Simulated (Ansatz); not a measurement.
Molecule: sum formula BeHSBr (charge 0, singlet). 
Coordinates optimised at B3LYP-D3(BJ)/def2-TZVP (Ansatz, an electronic-structure program):
```xyz
4

Be    -0.4605     0.4338     0.1403
Br     0.9483    -0.8534    -0.3129
S     -1.8126     1.7019     0.5556
H     -2.3446     0.9031     1.5007
```
Charge 0, spin multiplicity 1.

Basis-set convergence of Hartree-Fock and CCSD correlation energies (hartree) with Ansatz. Correlated levels leave the core frozen unless marked. Spin-orbit coupling is left out. The frozen core is the preceding noble-gas configuration, with the filled d and f shells of earlier blocks. Non-relativistic.

```json
[
 {"basis": "def2-SVPD", "functions": "88", "E(HF)": "-2984.83751", "E(corr, CCSD)": "-0.32098"},
 {"basis": "def2-TZVPPD", "functions": "147", "E(HF)": "-2985.30282", "E(corr, CCSD)": "-0.40802"},
 {"basis": "def2-QZVPPD", "functions": "246", "E(HF)": "-2985.36644", "E(corr, CCSD)": "-0.44433"}
]
```

Extrapolating the two largest sets (X = 3 and 4) as X^-3: E(corr) = (64·(-0.44433) - 27·(-0.40802))/37 = -0.4708 Eh, an estimate of the basis-set limit. The largest set recovers 94.4 % of it, the smallest 68.2 %.
